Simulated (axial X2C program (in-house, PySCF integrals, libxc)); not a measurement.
## What spin–orbit coupling does to LiIn

Computed with an in-house relativistic program for diatomic molecules. Spin-free means the one-electron spin-free X2C Hamiltonian; two-component (2c) means X2C with spin–orbit coupling and atomic mean-field two-electron Coulomb and Gaunt terms, so the difference of the two also holds small scalar two-electron terms. Basis: In dyall-cv3z [11s12p9d4f1g], Li dyall-cv3z [7s8p2d] (cores contracted in-house); Gaussian nuclei, density fitting, unrestricted open shells. Masses: In 114.904 u, Li 7.016 u.

Spin-free state: M_S = 0, Λ = 0 (closed shell); fragments In + Li.

```csv
level,Re (Å),ωe (cm⁻¹),De (eV),μ (D)
PBE0,3.001,267.1,0.879,2.15
HF,3.046,271.2,0.121,3.19
MP2,2.984,273.6,0.750,n/a
CCSD,2.997,268.0,0.965,n/a
CCSD(T),2.996,264.2,n/a,n/a
r2SCAN0,2.986,273.2,0.814,2.62
```

Correlated methods: 14 electrons correlated (number of frozen shells: In 4 s, 3 p, 1 d; Li 1 s), 234 virtual spin orbitals or spinors in MP2, 90 natural virtuals in coupled cluster.

Dipoles are positive if Li is the positive end.

Two-component determinant lowest at the distance of the search:

Ω = 0 (closed shell); fragments In + Li.

```json
{"level": "PBE0", "Re (Å)": "2.990", "ωe (cm⁻¹)": "264.7", "De (eV)": "n/a", "μ (D)": "2.33"}
{"level": "HF", "Re (Å)": "3.026", "ωe (cm⁻¹)": "268.3", "De (eV)": "n/a", "μ (D)": "3.49"}
{"level": "MP2", "Re (Å)": "2.968", "ωe (cm⁻¹)": "270.5", "De (eV)": "0.649", "μ (D)": "n/a"}
{"level": "CCSD", "Re (Å)": "2.980", "ωe (cm⁻¹)": "268.0", "De (eV)": "0.809", "μ (D)": "n/a"}
{"level": "CCSD(T)", "Re (Å)": "2.983", "ωe (cm⁻¹)": "261.7", "De (eV)": "n/a", "μ (D)": "n/a"}
{"level": "r2SCAN0", "Re (Å)": "2.977", "ωe (cm⁻¹)": "271.6", "De (eV)": "n/a", "μ (D)": "2.75"}
```

**Question.** From the two tables, how do the constants change at the CCSD(T) level (2c against spin-free)?

**Answer.** At the CCSD(T) level Re decreases by 0.013 Å and ωe decreases by 2.5 cm⁻¹.

The state is one determinant whose occupation by symmetry is held fixed; it was picked as the lowest of a PBE0 search that is not exhaustive. Closed shells are restricted here (equal orbitals for both partners); the stretched side of such a curve lies too high. Dissociation energies refer to the lowest single-determinant-based atoms at the same level and basis. De is not given where an atomic determinant may have missed its ground term or J level, or where the truncated virtual space spoils (T). Coupled cluster ran in a truncated set of natural virtual spinors; the MP2 energy of the rest was added. (T) has no such correction and the atoms are truncated less, which lowers De at CCSD(T) by a hundredth of an eV or more. Other states lie close and PBE0, whose exact exchange favours high spin, may order them wrongly; the determinant shown need not be the ground state. The nearest other spin-free determinant of the search, M_S = 1, Λ = 1, lies 0.23 eV up at the distance of the search. Without a current term, density functionals place determinants with orbital angular momentum somewhat too high.
